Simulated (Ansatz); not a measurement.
Relaxation of a periodic cell of 17 atoms, Si (host Si, host structure diamond, interstitial Si), to a largest force component of 0.08 eV/Å in at most 25 steps.

The calculation used DFT PBE, scalar-relativistic, plane waves, PAW in Ansatz. Settings: PAW set soft_1, cutoff 420 eV, k mesh 2x2x2, fermi-dirac smearing 0.02 eV, no spin polarisation.

```xyz
17
Lattice="0.0000 5.4300 5.4300 5.4300 0.0000 5.4300 5.4300 5.4300 0.0000" Properties=species:S:1:pos:R:3
Si 0.000 0.000 0.000
Si 1.357 1.357 1.357
Si 2.715 2.715 0.000
Si 4.072 4.072 1.357
Si 2.715 0.000 2.715
Si 4.072 1.357 4.072
Si 5.430 2.715 2.715
Si 6.787 4.072 4.072
Si 0.000 2.715 2.715
Si 1.357 4.072 4.072
Si 2.715 5.430 2.715
Si 4.072 6.787 4.072
Si 2.715 2.715 5.430
Si 4.072 4.072 6.787
Si 5.430 5.430 5.430
Si 6.787 6.787 6.787
Si 6.041 2.098 4.724
```

Where does it end, and by what steps?

It converged. The force dipped under the threshold on the way, but the program's further checks kept it going. Limits of this set-up: coarse k mesh, a small cell, in which the defect meets its images. After 10 steps the energy has fallen by 1.053 eV; Si14 moved furthest, 0.47 Å. Joined: Si14–Si17 (3.47 → 2.62 Å).

```json
{"step": "0", "energy less start (eV)": "0.0000", "largest force component (eV/Å)": "2.840", "accepted": "yes"}
{"step": "1", "energy less start (eV)": "-0.7511", "largest force component (eV/Å)": "1.171", "accepted": "yes"}
{"step": "2", "energy less start (eV)": "-1.0016", "largest force component (eV/Å)": "0.133", "accepted": "yes"}
{"step": "3", "energy less start (eV)": "-1.0185", "largest force component (eV/Å)": "0.118", "accepted": "yes"}
{"step": "4", "energy less start (eV)": "-1.0228", "largest force component (eV/Å)": "0.074", "accepted": "yes"}
{"step": "5", "energy less start (eV)": "-1.0347", "largest force component (eV/Å)": "0.138", "accepted": "yes"}
{"step": "6", "energy less start (eV)": "-1.0441", "largest force component (eV/Å)": "0.076", "accepted": "yes"}
{"step": "7", "energy less start (eV)": "-1.0441", "largest force component (eV/Å)": "0.076", "accepted": "yes"}
{"step": "8", "energy less start (eV)": "-1.0452", "largest force component (eV/Å)": "0.094", "accepted": "yes"}
{"step": "9", "energy less start (eV)": "-1.0530", "largest force component (eV/Å)": "0.030", "accepted": "yes"}
{"step": "10", "energy less start (eV)": "-1.0530", "largest force component (eV/Å)": "0.030", "accepted": "yes"}
```

```xyz
17
Lattice="0.0000 5.4300 5.4300 5.4300 0.0000 5.4300 5.4300 5.4300 0.0000" Properties=species:S:1:pos:R:3
Si -0.053 -0.012 0.043
Si 1.470 1.244 1.546
Si 2.726 2.768 0.043
Si 3.963 4.182 1.461
Si 2.962 -0.248 2.461
Si 3.882 1.248 3.946
Si 5.382 2.763 2.690
Si 6.896 4.263 3.946
Si 0.060 2.654 2.791
Si 1.316 4.104 4.116
Si 2.612 5.532 2.811
Si 4.040 6.829 4.116
Si 2.650 2.657 5.365
Si 4.347 3.798 6.518
Si 5.487 5.496 5.365
Si 6.745 6.830 6.805
Si 5.855 2.290 5.001
```

Run time: 59 s on 1 thread of Arm Neoverse V1, on a shared host, peak memory 0.47 GiB.
